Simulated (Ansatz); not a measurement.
Consider the formal exchange of groups at a C–C bond: `C#CC#C` + `[NH2][AlH][NH2]` → `C#[C][Al]([NH2])[NH2]` + `C#C`.

Isolated molecules relaxed with PBE0-D4/def2-TZVP in Ansatz; ΔE leaves out vibrations. CCSD(T)/CBS adds triple-zeta CCSD(T) − MP2 to the extrapolated MP2 energy (def2 sets, frozen cores). This one scheme is used for every species. DFT in def2-TZVPP. HSE06 is defined as in plane-wave codes. Each species was taken in one conformer, which may not be the lowest.

```csv
level,ΔE (kJ/mol)
HSE06-D4,-42.5
HF/def2-SVP,-62.3
```

What does CCSD(T)/CBS give? (Estimate.)

Computed: -65.3 kJ/mol. The listed levels differ from it by 22.8, 3.0 kJ/mol.

Largest T1 diagnostic among the species: 0.014.

Leaving LDA and LC-ωPBE aside and taking each functional with its dispersion term where it has one, the values, not all of them listed here, spread over 31.4 kJ/mol, from ωB97M-V to PBE-D4. LDA lies +11.3 kJ/mol from PBE without D4. At CCSD(T), def2-SVP lies +16.3 kJ/mol from the extrapolated value and def2-TZVPP +0.6 kJ/mol. From PBE to PBE0 (25 % exact exchange), in def2-TZVPP and without D4, ΔE moves by −10.9 kJ/mol.
